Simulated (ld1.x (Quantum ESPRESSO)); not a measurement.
# magnesium (Mg) PAW: all-electron and pseudo phase curves

ld1.x (Quantum ESPRESSO) 7.5 input, shortened:

```
&input
   title='Mg', zed=12., rel=1, dft='PBE', iswitch=3,
   config='[Ne] 3s1 3p1 3d-2'
 /
 &inputp
   pseudotype=3, lpaw=.true., tm=.true., lloc=-1, rcloc=1.15,
   nlcc=.true., new_core_ps=.true., rcore=0.60,
   which_augfun='BESSEL', rmatch_augfun=0.85
 /
5
2S  1  0   2.00   0.00  0.95  1.05  0.0
3S  2  0   1.00   0.00  0.95  1.05  0.0
2P  2  1   6.00   0.00  1.00  1.20  0.0
3P  3  1   1.00   0.00  1.00  1.20  0.0
3D  3  2  -2.00   0.10  1.15  1.25  0.0
 &test
   configts(1)='2s2 2p6 3s1 3p1'
 /
```

The phase is arctan(r·u′/u) with u = r·R(r), unwrapped; energies in Ry, scanned from -8 to 5 Ry. A pole is an energy at which the radial function vanishes at the test radius. The pseudo phase is shifted by a multiple of π to meet the all-electron one at the reference energy, and phase errors are pseudo minus all-electron; the curves can meet again beyond the range given. Levels narrower than the energy grid can be missing from the lists of poles.

```
channel  radius (bohr)  reference energy (Ry)  poles, all-electron  poles, pseudo  unbroken range about the reference energy with phases within 0.05 rad  phase error 1 Ry above the reference energy (rad)
      s           1.34                  -0.42                -5.25          -5.25                                                        the whole range                                             -0.000
      p           1.34                  -0.15                -2.79          -2.79                                                        the whole range                                             -0.000
      d           1.34                   0.10                 none           none                                                        the whole range                                             +0.000
```

Phases in the d channel:

```
E (Ry)  all-electron  pseudo
 -8.00         1.329   1.329
 -7.76         1.325   1.326
 -7.52         1.322   1.322
 -7.28         1.319   1.319
 -7.04         1.316   1.316
 -6.80         1.312   1.312
 -6.56         1.308   1.308
 -6.32         1.304   1.305
 -6.08         1.300   1.301
 -5.84         1.296   1.296
 -5.60         1.292   1.292
 -5.36         1.287   1.288
 -5.12         1.283   1.283
 -4.88         1.278   1.278
 -4.64         1.272   1.272
 -4.40         1.267   1.267
 -4.16         1.261   1.261
 -3.92         1.255   1.255
 -3.68         1.248   1.248
 -3.44         1.241   1.241
 -3.20         1.234   1.234
 -2.96         1.226   1.226
 -2.72         1.218   1.218
 -2.48         1.209   1.209
 -2.24         1.199   1.200
 -2.00         1.189   1.189
 -1.76         1.178   1.178
 -1.52         1.166   1.166
 -1.28         1.153   1.153
 -1.04         1.139   1.139
 -0.80         1.124   1.124
 -0.56         1.108   1.108
 -0.32         1.089   1.089
 -0.08         1.069   1.069
  0.16         1.046   1.046
  0.40         1.021   1.021
  0.64         0.993   0.993
  0.88         0.961   0.961
  1.12         0.925   0.925
  1.36         0.883   0.883
  1.60         0.835   0.835
  1.84         0.779   0.780
  2.08         0.714   0.715
  2.32         0.638   0.639
  2.56         0.548   0.550
  2.80         0.443   0.445
  3.04         0.320   0.324
  3.28         0.181   0.185
  3.52         0.026   0.033
  3.76        -0.137  -0.129
  4.00        -0.302  -0.293
  4.24        -0.459  -0.449
  4.48        -0.603  -0.593
  4.72        -0.730  -0.720
  4.96        -0.840  -0.830
```
